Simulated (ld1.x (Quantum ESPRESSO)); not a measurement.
manganese, RRKJ: configuration errors across variants

* Element: Mn
* Generator: ld1.x (Quantum ESPRESSO) 7.5
* Type: norm-conserving RRKJ (Kleinman–Bylander form)
* Functional: PBE
* Relativity: scalar-relativistic
* Frozen core: [Ar]
* Valence charge: 7
* Reference configuration: 3d5 4s2 4p0
* Partial waves: 4s (bound): rc 2.40 bohr; 4p (bound, empty): rc 3.50 bohr; 3d (bound): rc 1.00 bohr
* Local potential: all-electron potential smoothed inside 2.20 bohr (lloc = -1)
* Core correction: a·sin(br)/r model core, default radius (core density twice the valence density)
* rho0: 0.01

All-electron excitation energies from the reference (eV): (1) 3d5 4s1 4p0 8.416; (2) 3d5 4s0 4p0 24.015; (3) 3d4 4s0 4p0 56.534; (4) 3d5 4s1 4p1 3.857; (5) 3d5 4s0 4p2 7.930; (6) 3d6 4s0 4p0 6.813; (7) 3d6 4s1 4p0 -0.358.

The default core radius of the base comes out at 1.08 bohr.

Tests that are not counted but printed errors over 1 eV. “local potential all-electron potential smoothed inside 1.64 bohr (lloc = -1)”: 3d6 4s1 4p0 (solver errors, printed error -353 eV).

3 further variants failed, have other tests or too few solved ones, and are left out.

A true bound ghost makes a file unfit for plane-wave use even where its test errors are small: the radial tests pick states by their node count and pass the ghost by. Where a test does run into it, the solver fails or the error is huge.

Errors AE − PS in meV (a dash: test not solved or not reliable):

```csv
change,(1),(2),(3),(4),(5),(6),(7),bound ghosts
base,-5.8,-43,-297,-2.8,-12,-287,-155,none
core correction a·sin(br)/r model core inside 0.90 bohr,-5.9,-43,-299,-2.9,-13,-290,-156,none
local potential all-electron potential smoothed inside 1.64 bohr (lloc = -1),-12,-42,-232,-4.0,-11,-249,–,s
wave 3d (bound): rc 1.00 bohr becomes 3d (bound): rc 1.12 bohr,-5.5,-41,-294,-2.7,-12,-281,-153,none
```

**Question.** Give the same row for: wave 4p (bound): rc 3.50 bohr becomes 4p (bound): rc 5.34 bohr.

**Answer.** -5.8, -43, -297, +4.7, +25, -287, -155; bound ghosts: none.
